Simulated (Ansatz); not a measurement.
Molecule: CH₈N₃Si, charge 0, multiplicity 2. It need not be the lowest isomer of its formula. 
Geometry from a B3LYP-D3(BJ)/def2-TZVP (Ansatz, a program for electronic structure) optimisation:
```xyz
13

Si     0.0083    -0.0146    -0.0043
C      1.7198    -0.5763    -0.4047
N     -0.3969    -0.8184     1.4653
N     -0.8902    -0.2378    -1.4579
N     -0.2670     1.6435     0.3715
H      2.4306    -0.8822     0.3559
H      2.1332    -0.5320    -1.4069
H     -1.2755    -0.6303     1.9229
H     -0.0984    -1.7673     1.6249
H     -1.8547     0.0515    -1.5098
H     -0.7175    -1.0385    -2.0446
H      0.0492     2.0144     1.2534
H     -0.2231     2.3349    -0.3602
```
Charge 0, spin multiplicity 2.

Total electronic energies in hartree. Cores are frozen in the correlated levels unless marked. Open shells are spin-unrestricted. No spin-orbit coupling. Non-relativistic. CBS marks a two-point X^-3 extrapolation of the correlation energy; Hartree-Fock from the larger set. [CCSD(T)-MP2]/basis is that difference in the basis named.

```json
[
 {"level": "BLYP/def2-TZVPD", "program": "Ansatz", "energy (Eh)": "-496.73622"},
 {"level": "r2SCAN/def2-TZVPD", "program": "Ansatz", "energy (Eh)": "-496.68465"},
 {"level": "r2SCAN-D4/def2-TZVPD", "program": "Ansatz + dftd4", "energy (Eh)": "-496.68728"},
 {"level": "PBE0-D3(BJ)/def2-TZVPD", "program": "Ansatz + dftd3", "energy (Eh)": "-496.46864"},
 {"level": "PBE0-D4/def2-TZVP", "program": "Ansatz + dftd4", "energy (Eh)": "-496.46501"},
 {"level": "r2SCAN0-D4/def2-TZVPD", "program": "Ansatz + dftd4", "energy (Eh)": "-496.66094"},
 {"level": "HSE06-D3(BJ)/def2-TZVPD", "program": "Ansatz + dftd3", "energy (Eh)": "-496.44881"},
 {"level": "HSE06-D4/def2-TZVPD", "program": "Ansatz + dftd4", "energy (Eh)": "-496.44999"},
 {"level": "B2GP-PLYP-D4/def2-TZVPD", "program": "Ansatz + dftd4", "energy (Eh)": "-496.45490"},
 {"level": "MP2/6-31G*", "program": "Ansatz", "energy (Eh)": "-495.51877"},
 {"level": "MP2/cc-pV(Q+d)Z", "program": "Ansatz", "energy (Eh)": "-495.97873"},
 {"level": "RI-MP2/cc-pV(T+d)Z", "program": "Ansatz", "energy (Eh)": "-495.89259"},
 {"level": "SCS-MP2/STO-3G", "program": "Ansatz", "energy (Eh)": "-489.10718"},
 {"level": "RI-MP2/CBS(cc-pV(T+d)Z,cc-pV(Q+d)Z)+[CCSD(T)-MP2]/cc-pV(Q+d)Z", "program": "Ansatz", "energy (Eh)": "-496.1003"},
 {"level": "CCSD(T)/CBS(cc-pV(T+d)Z,cc-pV(Q+d)Z)", "program": "Ansatz", "energy (Eh)": "-496.0965"}
]
```

Totals of different functionals don't rank their quality; only differences between species are comparable.
